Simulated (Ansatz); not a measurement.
`S[SiH](Cl)CCl` + `C[SiH2][SnH2][CH3]` → `C[SiH](Cl)CCl` + `[CH3][SnH2][SiH2]S`  (redistribution)

Isolated molecules relaxed with PBE0-D4/def2-TZVP in Ansatz; ΔE leaves out vibrations. CCSD(T)/CBS is the MP2 limit (def2-TZVPP, def2-QZVPP) plus CCSD(T) − MP2 in def2-TZVPP, frozen cores. Functionals use def2-TZVPP. B3LYP here is the variant with VWN-RPA as its local correlation; programs differ in this. def2 core potentials past Kr. For Sn outer-core shells are correlated without core-valence functions, which leaves a few kJ/mol of doubt a bond. One conformer a species, not always the lowest.

| level | ΔE (kJ/mol) |
| --- | --- |
| PBE-D4 | -7.1 |
| PBE0-D4 | -7.8 |
| B3LYP-D4 | -8.1 |
| ωB97M-V | -7.8 |
| PBE | -7.8 |
| SCS-MP2/def2-TZVPP | -7.0 |
| HF/def2-QZVPP | -12.2 |
| MP2/def2-QZVPP | -6.1 |

Question: What does CCSD(T)/CBS give? (Best estimate.)

Answer: Ansatz gave: -7.4 kJ/mol. The listed levels differ from it by 0.3, -0.4, -0.7, -0.4, -0.4, 0.4, -4.8, 1.3 kJ/mol.

Largest T1 diagnostic among the species: 0.012.

In def2-TZVPP, CCSD(T) changes the Hartree–Fock value by +4.8 kJ/mol (the triples alone add +0.8 kJ/mol) and MP2 by +6.1 kJ/mol.
